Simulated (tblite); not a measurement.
C3H9ClOSi2.
Z-matrix (Å and degrees, GFN2-xTB geometry), rows numbered from 1:
```
Cl
C   1  1.7967
C   2  1.5256  1  108.88
C   3  1.5341  2  111.94  1  -170.39
Si  4  1.9063  3  112.68  2   -65.98
O   5  1.6358  4  106.18  3    33.65
Si  6  1.6255  5  134.25  4   -10.25
H   2  1.0930  1  104.50  3  -116.42
H   3  1.0954  2  109.01  1   -49.47
H   3  1.0932  2  109.35  1    67.62
H   4  1.0905  3  108.31  2   171.09
H   4  1.0926  3  108.40  2    56.32
H   5  1.4595  4  112.73  3   147.80
H   5  1.4618  4  111.94  3   -81.28
H   7  1.4574  2  109.63  1   -43.41
H   7  1.4564  2  111.47  1    86.81
```

Computed with GFN2-xTB (tblite): harmonic, unscaled wavenumbers at the GFN2-xTB geometry, gas phase. Errors from tens to a few hundred cm⁻¹ against measured bands are possible. Modes of hydrogen on silicon can be 10 to 20 % off. One conformer, not necessarily the lowest.

Harmonic wavenumbers (cm⁻¹): 58.9, 87.8, 167.8, 214.0, 230.4, 271.9, 310.6, 403.0, 491.8, 523.9, 580.7, 595.1, 614.1, 653.3, 669.1, 703.5, 746.5, 757.9, 765.4, 782.9, 817.8, 955.1, 1000.0, 1009.5, 1071.9, 1113.0, 1160.0, 1205.7, 1276.3, 1302.2, 1332.7, 1480.7, 1502.8, 2264.0, 2287.0, 2312.9, 2325.6, 2926.0, 2931.9, 2960.2, 2968.6, 2991.8.

A = 2759, B = 995.7, C = 768.2 MHz; mass 151.988 u (most abundant isotopes); point group C1, symmetry number 1.

Task: Zero-point energy?

Result: ½Σν̃ = 24412 cm⁻¹ = 69.80 kcal/mol.

Task: Give the ideal-gas entropy at 273.15 K and 1 bar in the rigid-rotor, harmonic-oscillator model (classical rotation).

Result: Translation 40.56, rotation 29.15, vibration 21.47: S = 91.2 cal/(mol K).

Task: And Cp and H(273.15 K) − H(0)?

Result: Cp = 34.19 cal/(mol K), of which vibrations give 26.24 (their classical limit is 42 R = 83.5); H(273.15 K) − H(0) = 5.49 kcal/mol without the zero-point energy, 3.32 from vibrations.

Task: How do the functions run with temperature in this model?

Result: 
```csv
T (K),S (cal/(mol K)),Cp (cal/(mol K)),H − H(0) (kcal/mol),G − H(0) (kcal/mol),ln q(vib)
50,58.1,11.4,0.46,-2.44,0.30
100,67.5,16.2,1.15,-5.60,1.11
298.15,94.3,36.7,6.38,-21.73,5.25
373.15,103.3,43.5,9.39,-29.14,6.98
500,117.4,52.7,15.52,-43.15,9.93
750,141.2,64.7,30.32,-75.57,15.59
1000,160.9,72.3,47.52,-113.41,20.80
```

q(vib) and H(0) count from the zero-point level.

Task: What must be added to the electronic energy to get the Gibbs energy at 273.15 K and 1 bar?

Result: ZPE + [H(273.15 K) − H(0)] − T·S = 69.80 + 5.49 − 24.91 = 50.38 kcal/mol.

Hindered rotation and anharmonicity are outside this model. Other conformers, if any are populated, would add a mixing term that is left out. The structure is chiral; the term R ln 2 for an equal mix with its mirror image is left out.
